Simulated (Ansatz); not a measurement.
Geometry optimisation, Ansatz, UKS LDA/def2-SVP.

input.yaml

```yaml
crystal:
  periodic: [false, false, false]
  atoms:
    - { symbol: W, position_ang: [0.140514, -0.145709, -0.390665] }
    - { symbol: H, position_ang: [-0.130675, 0.034908, 2.498189] }
    - { symbol: H, position_ang: [1.496965, 0.506871, 0.400896] }
    - { symbol: H, position_ang: [-0.21221, 1.389091, 0.18897] }
    - { symbol: H, position_ang: [-1.397163, 0.215736, 0.176181] }
    - { symbol: H, position_ang: [-0.542595, -1.505224, 0.366851] }
    - { symbol: H, position_ang: [0.264818, -0.254955, -2.10872] }
    - { symbol: H, position_ang: [0.380346, -0.240719, 2.048298] }
magnetization:
  spin_polarized: true
  initial_magnetization: 1
basis:
  gaussian: { orbitals: def2-SVP }
hamiltonian:
  xc: lda
relax:
  f_tol: 0.03
  max_steps: 50
```

Run as:

```bash
$ ansatz run input.yaml --threads 1 --pin off --max-ram 2048MiB --backend cpu --events-out ev --progress --plain --runs-dir out
```

Problem. Where does it end, and by what steps?

Solution. The run converged. The force dipped under the threshold on the way, but the program's further checks kept it going. After 15 steps the energy has fallen by 0.731 eV; H2 moved furthest, 0.95 Å. Joined: W1–H2, W1–H8.

```tsv
step	energy less start (eV)	largest force component (eV/Å)	accepted
0	0.0000	1.595	yes
1	-0.1979	0.388	yes
2	-0.3339	0.833	yes
3	-0.4910	0.703	yes
4	-0.6119	0.918	yes
5	-0.6693	0.442	yes
6	-0.7049	0.174	yes
7	-0.7182	0.232	yes
8	-0.7212	0.151	yes
9	-0.7236	0.039	yes
10	-0.7262	0.149	yes
11	-0.7278	0.125	yes
12	-0.7311	0.033	yes
13	-0.7314	0.030	yes
14	-0.6551	0.961	no
15	-0.7315	0.010	yes
```

```xyz
8
Properties=species:S:1:pos:R:3
W 0.122 -0.133 -0.193
H -0.272 -0.363 1.652
H 1.552 0.379 0.573
H -0.155 1.398 0.444
H -1.372 0.304 0.445
H -0.552 -1.500 0.562
H 0.277 -0.300 -1.957
H 0.400 0.215 1.654
```

Run time: 18 s on 1 thread of Intel(R) Xeon(R) Platinum 8488C (Sapphire Rapids) (shared host), peak memory 0.15 GiB.
